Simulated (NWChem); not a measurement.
Program: NWChem. System: trans-dichloroethylene (C2H2Cl2), charge 0, spin multiplicity 1, at a geometry optimised with PBE/def2-SVP. Level: G0W0@PBE/def2-TZVPP, RI basis def2-tzvpp-rifit.

Input file:

```
start mol
memory heap 200 mb stack 700 mb global 1700 mb
geometry units angstroms nocenter noautoz
  Cl    -2.135208    -0.353592     0.000000
  C     -0.561707     0.370088     0.000000
  C      0.561707    -0.370088     0.000000
  Cl     2.135208     0.353592     0.000000
  H     -0.555349     1.470495     0.000000
  H      0.555349    -1.470495     0.000000
  symmetry group C2h
end
basis spherical
  * library def2-tzvpp
end
basis "ri basis" bse spherical
  * library def2-tzvpp-rifit
end
dft
  xc xpbe96 cpbe96
  iterations 100
  direct
  tolerances tight
end
task dft energy
gw
  method cdgw
  states alpha occ 4 vir 2
end
task dft gw
```

NWChem printed:

```
             Northwest Computational Chemistry Package (NWChem) 7.3.0
             --------------------------------------------------------

                                NWChem Input Module
                                -------------------

 Scaling coordinates for geometry "geometry" by  1.889725989
 (inverse scale =  0.529177249)

 Turning off AUTOSYM since
 SYMMETRY directive was detected!

                             Geometry "geometry" -> ""
                             -------------------------

 Output coordinates in angstroms (scale by  1.889725989 to convert to a.u.)

  No.       Tag          Charge          X              Y              Z
 ---- ---------------- ---------- -------------- -------------- --------------
    1 Cl                  17.0000    -2.13520800    -0.35359200     0.00000000
    2 C                    6.0000    -0.56170700     0.37008800     0.00000000
    3 C                    6.0000     0.56170700    -0.37008800     0.00000000
    4 Cl                  17.0000     2.13520800     0.35359200     0.00000000
    5 H                    1.0000    -0.55534900     1.47049500     0.00000000
    6 H                    1.0000     0.55534900    -1.47049500     0.00000000

 Effective nuclear repulsion energy (a.u.)     174.3689148780

            Nuclear Dipole moment (a.u.)
            ----------------------------
        X                 Y               Z
 ---------------- ---------------- ----------------
     0.0000000000     0.0000000000     0.0000000000

      Symmetry information
      --------------------

 Group name             C2h
 Group number             21
 Group order               4
 No. of unique centers     3

      Symmetry unique atoms

     1    2    5


 Summary of "ao basis" -> "" (spherical)
 ------------------------------------------------------------------------------
       Tag                 Description            Shells   Functions and Types
 ---------------- ------------------------------  ------  ---------------------
 *                         def2-tzvpp                 on all atoms

 new library libraries.bse/

 Summary of "ri basis" -> "" (spherical)
 ------------------------------------------------------------------------------
       Tag                 Description            Shells   Functions and Types
 ---------------- ------------------------------  ------  ---------------------
 *                      def2-tzvpp-rifit              on all atoms

  pbe96 is a nonlocal functional; adding pw91lda local functional.

                                 NWChem DFT Module
                                 -----------------

 Summary of "ao basis" -> "ao basis" (spherical)
 ------------------------------------------------------------------------------
       Tag                 Description            Shells   Functions and Types
 ---------------- ------------------------------  ------  ---------------------
 Cl                        def2-tzvpp               14       42   5s5p3d1f
 C                         def2-tzvpp               11       31   5s3p2d1f
 H                         def2-tzvpp                6       14   3s2p1d

 Summary of "ao basis" -> "ao basis" (spherical)
 ------------------------------------------------------------------------------
       Tag                 Description            Shells   Functions and Types
 ---------------- ------------------------------  ------  ---------------------
 Cl                        def2-tzvpp               14       42   5s5p3d1f
[...]
   Bfn.  Coefficient  Atom+Function         Bfn.  Coefficient  Atom+Function
  ----- ------------  ---------------      ----- ------------  ---------------
    17      0.288861  1 Cl pz               121      0.288861  4 Cl pz
    50     -0.234791  2 C  pz                81     -0.234791  3 C  pz
    20      0.230534  1 Cl pz               124      0.230534  4 Cl pz
    53     -0.207636  2 C  pz                84     -0.207636  3 C  pz
    14      0.143441  1 Cl pz               118      0.143441  4 Cl pz

 Vector   25  Occ=0.000000D+00  E=-6.284308D-02  Symmetry=bg
              MO Center=  1.6D-14,  5.6D-15,  4.0D-15, r^2= 2.8D+00
   Bfn.  Coefficient  Atom+Function         Bfn.  Coefficient  Atom+Function
  ----- ------------  ---------------      ----- ------------  ---------------
    56      0.519591  2 C  pz                87     -0.519591  3 C  pz
    50      0.320594  2 C  pz                81     -0.320594  3 C  pz
    53      0.292028  2 C  pz                84     -0.292028  3 C  pz
    20     -0.228138  1 Cl pz               124      0.228138  4 Cl pz
    17     -0.111890  1 Cl pz               121      0.111890  4 Cl pz

 Vector   26  Occ=0.000000D+00  E=-3.520541D-02  Symmetry=bu
              MO Center=  9.0D-14,  1.2D-14, -4.6D-15, r^2= 5.2D+00
   Bfn.  Coefficient  Atom+Function         Bfn.  Coefficient  Atom+Function
  ----- ------------  ---------------      ----- ------------  ---------------
    46      0.521770  2 C  s                 77     -0.521770  3 C  s
    18     -0.469993  1 Cl px               122     -0.469993  4 Cl px
     5     -0.430821  1 Cl s                109      0.430821  4 Cl s
    47      0.418231  2 C  s                 78     -0.418231  3 C  s
    15     -0.271176  1 Cl px               119     -0.271176  4 Cl px

 Vector   27  Occ=0.000000D+00  E= 4.673748D-03  Symmetry=ag
              MO Center=  6.7D-14, -1.1D-13,  5.0D-17, r^2= 5.4D+00
   Bfn.  Coefficient  Atom+Function         Bfn.  Coefficient  Atom+Function
  ----- ------------  ---------------      ----- ------------  ---------------
   149      1.254886  5 H  s                163      1.254886  6 H  s
    47     -0.857651  2 C  s                 78     -0.857651  3 C  s
    55     -0.756151  2 C  py                86      0.756151  3 C  py
    46     -0.539106  2 C  s                 77     -0.539106  3 C  s
    18      0.255267  1 Cl px               122     -0.255267  4 Cl px

 center of mass
 --------------
 x =   0.00000000 y =   0.00000000 z =   0.00000000

 moments of inertia (a.u.)
 ------------------
          58.529161959238        -164.866168661341           0.000000000000
        -164.866168661341        1167.909074148010           0.000000000000
           0.000000000000           0.000000000000        1226.438236107248

     Multipole analysis of the density
     ---------------------------------

     L   x y z        total         alpha         beta         nuclear
     -   - - -        -----         -----         ----         -------
     0   0 0 0     -0.000000    -24.000000    -24.000000     48.000000

     1   1 0 0     -0.000000     -0.000000     -0.000000      0.000000
     1   0 1 0     -0.000000     -0.000000     -0.000000      0.000000
     1   0 0 1     -0.000000     -0.000000     -0.000000      0.000000

     2   2 0 0    -28.828019   -299.050781   -299.050781    569.273543
     2   1 1 0     -0.544170    -38.735833    -38.735833     76.927495
     2   1 0 1      0.000000      0.000000      0.000000      0.000000
     2   0 2 0    -25.592336    -31.042916    -31.042916     36.493495
     2   0 1 1      0.000000      0.000000      0.000000      0.000000
     2   0 0 2    -28.562296    -14.281148    -14.281148      0.000000

 Task  times  cpu:       16.6s     wall:       16.6s

                                NWChem Input Module
                                -------------------

                                 NWChem GW Module
                                 ----------------

                             ***********************
                             ***        GW       ***
                             ***********************

 Summary of "ri basis" -> "ri basis" (spherical)
 ------------------------------------------------------------------------------
       Tag                 Description            Shells   Functions and Types
 ---------------- ------------------------------  ------  ---------------------
 Cl                     def2-tzvpp-rifit            33      123   11s8p7d5f2g
 C                      def2-tzvpp-rifit            22       76   8s6p4d3f1g
 H                      def2-tzvpp-rifit            10       30   4s3p2d1f

                 Memory Information
                 ------------------
          Available GA per process is          1699.8 MBs
          Available stack per process is        700.0 MBs
          Available heap per process is           0.0 MBs

          Peak memory in Initialization
              Peak GA per process is                 17.6 MBs
              Peak stack per process is               0.3 MBs
              Peak heap per process is               18.3 MBs
              Memory not in MA per process            0.0 MBs

          Peak memory in CDGW Calculation
              Peak GA per process is                 21.1 MBs
              Peak stack per process is               3.2 MBs
              Peak heap per process is                3.7 MBs
              Memory not in MA per process            0.0 MBs

          Computing 2-center integrals
          Computing Inverse Cholesky factor
          Computing 3-center integrals
          Computing Vxc

          Computing Sigma_x
          Computing W(iw) on the imaginary grid
          Solving quasiparticle equations

                  Alpha Orbitals
          State     Energy (eV)     Error (eV)
          -----------------------------------
@GW        21        -11.265           0.005
@GW        22        -11.083           0.002
@GW        23        -10.978           0.003
@GW        24         -9.162           0.002
@GW        25          1.170           0.004
@GW        26          2.167           0.002

     GW Timing Statistics
   ------------------------
   Init.   :          0.1s
     ERIs  :          1.7s
     Distr.:          0.0s
     Vxc   :          0.2s
   Vmo     :          0.0s
   iW      :          4.7s
   I_n     :          0.0s
   R_n     :          0.7s
   GW total:          7.4s

 Task  times  cpu:        7.4s     wall:        7.4s

 Total times  cpu:       24.0s     wall:       24.0s
```
